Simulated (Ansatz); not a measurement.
C3H5F2Ga (`C=C[CH2][Ga]([F])[F]`), charge 0, multiplicity 1.

Question: Give a relaxed structure at PBE0-D4/def2-TZVP (Ansatz 0.2.0). (An estimate is asked.)

Answer: Ansatz gave: 
Z-matrix (Å, degrees):
```
C
C 1 1.494
Ga 1 1.949 2 117.0
H 1 1.097 2 111.0 3 -122.1
H 1 1.097 2 111.0 3 122.1
C 2 1.325 1 126.9 3 0.1
H 2 1.089 1 114.6 3 -179.9
F 3 1.749 1 128.2 2 -0.1
F 3 1.748 1 121.7 2 179.8
H 6 1.087 2 122.4 1 -0.0
H 6 1.084 2 120.7 1 180.0
```
Point group Cs.
This is one stationary point; other conformers may exist.
